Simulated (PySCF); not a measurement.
C₄H₃FOSi, SMILES [Si](C#C)(F)(O)C#C.

Geometry: PBE-D3(BJ)/def2-SVP. This is a generated structure with no PubChem entry under its InChIKey; it may be hypothetical. The values are those of a single conformer.

These are PBE-D3(BJ)/def2-SVP (PySCF 2.14.0) values and carry that method's errors.

Frequencies are harmonic and unscaled.

### Question
List the normal modes with their intensities. (Estimate from the structure and the level; the computed values follow.)

### Answer

```csv
mode,ν (cm⁻¹),IR (km/mol),moving atoms (share of kinetic energy)
1,87,0.6,"C 67 %, H 17 %"
2,124,6.7,"C 31 %, F 23 %, O 22 %, H 18 %"
3,130,2.9,"C 37 %, F 22 %, O 20 %, H 13 %"
4,181,6.7,"C 54 %, H 20 %, F 14 %"
5,221,64.3,"H 67 %, C 23 %"
6,286,17.3,"O 34 %, C 28 %, F 27 %"
7,338,19.2,"C 61 %, H 20 %, F 11 %"
8,345,57.4,"C 56 %, O 16 %, H 12 %, F 9 %"
9,388,45.4,C 78 %
10,400,46.2,"C 62 %, Si 13 %, F 12 %, O 10 %"
11,570,24.9,"C 57 %, Si 14 %, O 13 %, F 12 %"
12,690,159.3,"Si 44 %, C 35 %, H 19 %"
13,703,25.4,"H 76 %, C 24 %"
14,708,38.9,"H 76 %, C 24 %"
15,709,34.6,"H 75 %, C 24 %"
16,710,31.5,"H 76 %, C 24 %"
17,809,311.0,"H 44 %, O 26 %, Si 21 %"
18,873,170.2,"Si 39 %, F 32 %, H 20 %"
19,940,123.0,"Si 47 %, O 31 %, F 13 %, H 9 %"
20,2093,49.9,"C 90 %, H 9 %"
21,2102,79.3,"C 90 %, H 9 %"
22,3389,49.2,"H 86 %, C 14 %"
23,3391,45.2,"H 86 %, C 14 %"
24,3763,97.0,H 94 %
```
